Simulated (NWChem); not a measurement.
System: AlHSClF; SMILES [F][Al]([SH])[Cl]

Here is an NWChem input.

```
start job
memory heap 200 mb stack 900 mb global 1100 mb
geometry units angstroms noautoz
  Al     0.345869     0.036806     0.005886
  Cl    -0.647975     1.864312    -0.013467
  F      2.002964     0.017750     0.008540
  S     -0.736139    -1.831284     0.022426
  H      0.405754    -2.557524     0.031487
end
basis spherical
  * library def2-svp
end
dft
  xc mpw1k
  iterations 150
  mulliken
end
task dft energy
```

Excerpt of the output:

```
             Northwest Computational Chemistry Package (NWChem) 7.3.0
             --------------------------------------------------------

 CS  symmetry detected

                             Geometry "geometry" -> ""
                             -------------------------

 Output coordinates in angstroms (scale by  1.889725989 to convert to a.u.)

  No.       Tag          Charge          X              Y              Z
 ---- ---------------- ---------- -------------- -------------- --------------
    1 Al                  13.0000     0.34328081     0.03044052     0.00000000
    2 Cl                  17.0000    -0.66168683     1.85195600     0.00000000
    3 F                    9.0000     2.00046318     0.02146142     0.00000000
    4 S                   16.0000    -0.72732023    -1.84428307     0.00000000
    5 H                    1.0000     0.41898066    -2.56360251     0.00000000

 Effective nuclear repulsion energy (a.u.)     244.0710455089

      Symmetry information
      --------------------

 Group name             Cs
 Group number              2
 Group order               2
 No. of unique centers     5

                                 NWChem DFT Module
                                 -----------------

 Summary of "ao basis" -> "ao basis" (spherical)
 ------------------------------------------------------------------------------
       Tag                 Description            Shells   Functions and Types
 ---------------- ------------------------------  ------  ---------------------
 Al                         def2-svp                 8       18   4s3p1d
 Cl                         def2-svp                 8       18   4s3p1d
 F                          def2-svp                 6       14   3s2p1d
 S                          def2-svp                 8       18   4s3p1d
 H                          def2-svp                 3        5   2s1p

      Symmetry analysis of basis
      --------------------------

        a'         53
        a"         20

            General Information
            -------------------
          SCF calculation type: DFT
          Wavefunction type:  closed shell.
          No. of atoms     :     5
          No. of electrons :    56
           Alpha electrons :    28
            Beta electrons :    28
          Charge           :     0
          Spin multiplicity:     1
          Use of symmetry is: on ; symmetry adaption is: on
          Maximum number of iterations: 150
          AO basis - number of functions:    73
                     number of shells:    33
          Convergence on energy requested:  1.00D-06
          Convergence on density requested:  1.00D-05
          Convergence on gradient requested:  5.00D-04

              XC Information
              --------------
                        MPW1K Method XC Functional
                     Hartree-Fock (Exact) Exchange  0.428
                        mPW91  Exchange Functional  0.572
                Perdew 1991 Correlation Functional  1.000 non-local
            Perdew 1991 LDA Correlation Functional  1.000 local

             Grid Information
             ----------------
          Grid used for XC integration:  medium
          Radial quadrature: Mura-Knowles
          Angular quadrature: Lebedev.
          Tag              B.-S. Rad. Rad. Pts. Rad. Cut. Ang. Pts.
          ---              ---------- --------- --------- ---------
          Al                  1.25       88           8.0       590
          Cl                  1.00       88          11.0       590
          F                   0.50       49           9.0       434
          S                   1.00       88          10.0       590
          H                   0.35       45          11.0       434
          Grid pruning is: on
          Number of quadrature shells:   358
          Spatial weights used:  Erf1

      Superposition of Atomic Density Guess
      -------------------------------------

 Sum of atomic energies:       -1198.25404524

      Non-variational initial energy
      ------------------------------

 Total energy =   -1198.837227
 1-e energy   =   -2146.870717
 2-e energy   =     703.962444
 HOMO         =      -0.338541
 LUMO         =      -0.016699

      Symmetry analysis of molecular orbitals - initial
      -------------------------------------------------

  Numbering of irreducible representations:

     1 a'          2 a"

  Orbital symmetries:

     1 a'          2 a'          3 a'          4 a'          5 a'
     6 a'          7 a'          8 a'          9 a"         10 a'
    11 a'         12 a"         13 a'         14 a'         15 a'
    16 a"         17 a'         18 a'         19 a'         20 a'
    21 a'         22 a"         23 a'         24 a'         25 a"
    26 a'         27 a'         28 a"         29 a'         30 a"
    31 a'         32 a'         33 a'         34 a'         35 a'
    36 a"         37 a'         38 a'

     ---------------------------------------------
      Total Density - Mulliken Population Analysis
     ---------------------------------------------

    Atom       Charge   Shell Charges
 -----------   ------   -------------------------------------------------------
    1 Al  13    11.61   2.00  1.99  0.67  0.07  5.93  0.49  0.27  0.20
    2 Cl  17    17.45   2.00  1.99  1.23  0.71  5.94  2.17  3.39  0.01
    3 F    9     9.68   1.99  1.15  0.79  3.57  2.18  0.00
    4 S   16    16.48   2.00  1.99  1.20  0.64  5.94  1.81  2.88  0.02
    5 H    1     0.78   0.57  0.18  0.03

   convergence    iter        energy       DeltaE   RMS-Dens  Diis-err
 ---------------- ----- ----------------- --------- --------- ---------
 d= 0,ls=0.0,diis     1  -1200.9715689651 -1.45D+03  1.41D-02  5.84D-01
 d= 0,ls=0.0,diis     2  -1200.9783420684 -6.77D-03  6.48D-03  7.37D-01
 d= 0,ls=0.0,diis     3  -1201.0435408553 -6.52D-02  1.01D-03  7.54D-03
 d= 0,ls=0.0,diis     4  -1201.0441785251 -6.38D-04  4.11D-04  1.14D-03
 d= 0,ls=0.0,diis     5  -1201.0443427753 -1.64D-04  7.86D-05  2.21D-05
  Resetting Diis
 d= 0,ls=0.0,diis     6  -1201.0443464856 -3.71D-06  1.86D-05  1.37D-06
 d= 0,ls=0.0,diis     7  -1201.0443467922 -3.07D-07  4.79D-06  4.36D-08

         Total DFT energy =    -1201.044346792156
      One electron energy =    -2149.182806317776
           Coulomb energy =      787.675361524342
    Exchange-Corr. energy =      -83.607947507632
 Nuclear repulsion energy =      244.071045508911

 Numeric. integr. density =       56.000008151608

                  Occupations of the irreducible representations
                  ----------------------------------------------

                     irrep           alpha         beta
                     --------     --------     --------
                     a'               22.0         22.0
                     a"                6.0          6.0

                       DFT Final Molecular Orbital Analysis
                       ------------------------------------

 Vector   26  Occ=2.000000D+00  E=-3.967729D-01  Symmetry=a'
              MO Center= -5.7D-01,  4.0D-01,  2.0D-14, r^2= 4.5D+00
   Bfn.  Coefficient  Atom+Function         Bfn.  Coefficient  Atom+Function
  ----- ------------  ---------------      ----- ------------  ---------------
    29      0.473896  2 Cl px                26      0.349377  2 Cl px
    61     -0.252564  4 S  px                23      0.203411  2 Cl px
    58     -0.200823  4 S  px                62     -0.159046  4 S  py
    54      0.157191  4 S  s                 41      0.151951  3 F  py
    53      0.150246  4 S  s                 59     -0.130097  4 S  py

 Vector   27  Occ=2.000000D+00  E=-3.863061D-01  Symmetry=a'
              MO Center= -5.8D-01, -1.2D-01,  1.5D-14, r^2= 4.7D+00
   Bfn.  Coefficient  Atom+Function         Bfn.  Coefficient  Atom+Function
  ----- ------------  ---------------      ----- ------------  ---------------
    30      0.312563  2 Cl py                29      0.289168  2 Cl px
    62      0.285470  4 S  py                61      0.263505  4 S  px
    27      0.238547  2 Cl py                59      0.226335  4 S  py
    26      0.215336  2 Cl px                58      0.198772  4 S  px
     3      0.138369  1 Al s                 24      0.137913  2 Cl py

 Vector   28  Occ=2.000000D+00  E=-3.363589D-01  Symmetry=a"
              MO Center= -6.3D-01, -1.7D+00, -7.9D-14, r^2= 1.9D+00
   Bfn.  Coefficient  Atom+Function         Bfn.  Coefficient  Atom+Function
  ----- ------------  ---------------      ----- ------------  ---------------
    63      0.625349  4 S  pz                60      0.428236  4 S  pz
    57      0.245402  4 S  pz                31     -0.117428  2 Cl pz
    13      0.084091  1 Al pz                10      0.077496  1 Al pz
    28     -0.075844  2 Cl pz                15     -0.057959  1 Al d -1
    42      0.048195  3 F  pz                25     -0.044592  2 Cl pz

 Vector   29  Occ=0.000000D+00  E=-1.228866D-02  Symmetry=a'
              MO Center=  2.8D-01, -7.2D-02, -1.3D-14, r^2= 4.7D+00
   Bfn.  Coefficient  Atom+Function         Bfn.  Coefficient  Atom+Function
  ----- ------------  ---------------      ----- ------------  ---------------
     4      1.195418  1 Al s                 54     -0.415728  4 S  s
    22     -0.328139  2 Cl s                 62     -0.328378  4 S  py
    30      0.285619  2 Cl py                 3      0.242311  1 Al s
     2      0.239761  1 Al s                 39     -0.234857  3 F  s
    61     -0.233225  4 S  px                53     -0.200364  4 S  s

 Vector   30  Occ=0.000000D+00  E= 5.078844D-04  Symmetry=a"
              MO Center=  2.4D-01, -1.5D-02, -5.5D-15, r^2= 4.1D+00
   Bfn.  Coefficient  Atom+Function         Bfn.  Coefficient  Atom+Function
  ----- ------------  ---------------      ----- ------------  ---------------
    13      0.799164  1 Al pz                10      0.382820  1 Al pz
    63     -0.328904  4 S  pz                31     -0.278008  2 Cl pz
     7     -0.189347  1 Al pz                42      0.165419  3 F  pz
    45     -0.165600  3 F  pz                60     -0.152773  4 S  pz
    28     -0.139221  2 Cl pz                57     -0.086129  4 S  pz

 Vector   31  Occ=0.000000D+00  E= 4.097120D-02  Symmetry=a'
              MO Center= -2.5D-02, -1.7D+00,  1.3D-14, r^2= 3.9D+00
   Bfn.  Coefficient  Atom+Function         Bfn.  Coefficient  Atom+Function
  ----- ------------  ---------------      ----- ------------  ---------------
    70      1.135471  5 H  s                 54     -0.795518  4 S  s
    61     -0.546356  4 S  px                11     -0.508240  1 Al px
    62      0.481997  4 S  py                 3     -0.423814  1 Al s
    69      0.332039  5 H  s                  4      0.233568  1 Al s
    39      0.168925  3 F  s                 22     -0.160616  2 Cl s

     ---------------------------------------------
      Total Density - Mulliken Population Analysis
     ---------------------------------------------

    Atom       Charge   Shell Charges
 -----------   ------   -------------------------------------------------------
    1 Al  13    12.06   2.00  1.99  0.72 -0.04  5.93  0.78  0.33  0.34
    2 Cl  17    17.30   2.00  1.99  1.24  0.71  5.93  2.14  3.27  0.01
    3 F    9     9.44   1.99  1.12  0.82  3.34  2.16  0.00
    4 S   16    16.32   2.00  1.99  1.22  0.64  5.93  1.81  2.70  0.04
    5 H    1     0.88   0.69  0.15  0.03

     -------------------------------------------
      Total Density - Lowdin Population Analysis
     -------------------------------------------

    Atom       Charge   Shell Charges
 -----------   ------   -------------------------------------------------------
    1 Al  13    12.71   2.00  1.93  0.55  0.21  5.82  0.93  0.69  0.59
    2 Cl  17    17.05   2.00  1.96  1.03  0.78  5.82  2.25  3.19  0.01
    3 F    9     9.25   1.98  1.01  0.77  3.22  2.27  0.00
    4 S   16    16.01   2.00  1.95  0.97  0.67  5.81  1.89  2.67  0.05
    5 H    1     0.98   0.60  0.30  0.08

     Multipole analysis of the density
     ---------------------------------

     L   x y z        total         alpha         beta         nuclear
     -   - - -        -----         -----         ----         -------
     0   0 0 0     -0.000000    -28.000000    -28.000000     56.000000

     1   1 0 0      0.063581      0.031790      0.031790     -0.000000
     1   0 1 0     -0.434856     -0.217428     -0.217428     -0.000000
     1   0 0 1      0.000000      0.000000      0.000000      0.000000

     2   2 0 0    -35.912262   -113.716327   -113.716327    191.520392
     2   1 1 0     -1.744528     -1.011959     -1.011959      0.279391
     2   1 0 1     -0.000000     -0.000000     -0.000000      0.000000
     2   0 2 0    -32.155077   -229.119963   -229.119963    426.084850
     2   0 1 1      0.000000      0.000000      0.000000      0.000000
     2   0 0 2    -29.815005    -14.907503    -14.907503      0.000000
```

Level: MPW1K/def2-SVP. Geometry: optimised at PBE0/def2-SVP.
